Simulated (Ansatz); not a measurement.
`N[SiH2][S][AlH2]` + `[SiH3]C1O[SiH2]1` → `N[SiH2]C1O[SiH2]1` + `[AlH2][S][SiH3]`  (redistribution)

Computed with Ansatz on PBE0-D4/def2-TZVP structures; ΔE is electronic, products minus reactants. CBS: MP2 limit from def2 TZ/QZ plus the TZ coupled-cluster correction, frozen cores. DFT in def2-TZVPP. Each species was taken in one conformer, which may not be the lowest.

```tsv
level	ΔE (kJ/mol)
B97M-V	7.4
LC-ωPBE	6.5
```

Task: What does CCSD(T)/CBS give? (Best estimate.)

Result: Computed: +6.0 kJ/mol. The listed levels differ from it by 1.4, 0.5 kJ/mol.

Task: What do rigid-rotor, harmonic-oscillator terms from PBE0-D4/def2-TZVP frequencies (298.15 K, 1 bar) make of the CCSD(T)/CBS value? (Best estimate.)

Result: Ansatz gave: ΔZPE = -0.7 kJ/mol, ΔH = +5.7 kJ/mol, ΔS = 7 J/(mol·K), ΔG = +3.6 kJ/mol.

Largest T1 diagnostic among the species: 0.014.

At CCSD(T), def2-SVP lies +3.2 kJ/mol from the extrapolated value and def2-TZVPP +0.0 kJ/mol. Leaving LDA and LC-ωPBE aside and taking each functional with its dispersion term where it has one, the values, not all of them listed here, spread over 2.8 kJ/mol, from B2PLYP to revPBE-D4.
